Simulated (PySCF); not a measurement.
C8H7N.
Numbering: `[CH3:1][C:2]#[C:3][c:4]1[cH:5][cH:6][cH:7][n:8][cH:9]1`

Cartesian coordinates in Å at the GFN2-xTB level; atoms count from 1:
```xyz
16
C8H7N angstrom
C      3.6664    0.1589    0.1026
C      2.2292    0.0611    0.0059
C      1.0316   -0.0221   -0.0727
C     -0.3756   -0.1126   -0.1610
C     -1.2017    0.8614    0.4030
C     -2.5723    0.7230    0.2843
C     -3.0705   -0.3819   -0.3919
N     -2.2979   -1.3124   -0.9286
C     -0.9914   -1.1836   -0.8171
H      3.9441    0.6976    1.0086
H      4.0608    0.6947   -0.7611
H      4.1083   -0.8371    0.1314
H     -0.7661    1.7041    0.9209
H     -3.2414    1.4569    0.7075
H     -4.1352   -0.5329   -0.5125
H     -0.3959   -1.9662   -1.2693
```

Probes without a nucleus sit at each ring's centroid and 1 Å off its mean plane on both sides; NICS is minus the shielding there, NICSzz its component along the normal. Level: GIAO PBE0/pcSseg-1 (PySCF, non-relativistic, gas phase) on the GFN2-xTB geometry, one conformer.

Ring bond lengths (Å), with Mayer bond orders in brackets: C4–C5 1.396 (1.41), C5–C6 1.383 (1.44), C6–C7 1.388 (1.39), C7–N8 1.323 (1.46), N8–C9 1.318 (1.50), C9–C4 1.399 (1.38).

Problem. Give the NICS values of each ring in ppm.

Solution. 
| ring | type | NICS(0) | NICS(1), two faces | NICS(1)zz, two faces | rms pucker (Å) | centre to ring atoms, mean (Å) |
| --- | --- | --- | --- | --- | --- | --- |
| C4–C5–C6–C7–N8–C9 | 6-membered ring with N; formal bonds all aromatic | -7.3 | -10.9 / -10.9 | -27.0 / -27.0 | 0.00 | 1.37 |

Problem. What can be read from them?

Solution. 
- C4–C5–C6–C7–N8–C9: mean NICS(1)zz -27.0 ppm, shielded, aromatic by this magnetic criterion (flat ring, no four-coordinate atom).

Problem. And the bond-length index? HOMA = 1 − mean of α(R − Ropt)² over the ring bonds, with Krygowski's 1993 parameters (CC: Ropt 1.388 Å, α 257.7 Å⁻²; CN: Ropt 1.334 Å, α 93.52 Å⁻²).

Solution. 
- C4–C5–C6–C7–N8–C9: HOMA 0.98; the largest term is that of C9–C4, α(R − Ropt)² = 0.03. The geometric and the magnetic index point the same way.

Problem. At the first NICS(1) probe listed for ring C4–C5–C6–C7–N8–C9, 1 Å off the ring, how large is the induced field along the normal in 14.1 T applied along it?

Solution. NICSzz × B0 = -27.0 ppm × 14.1 T = -381 μT, against the applied field.
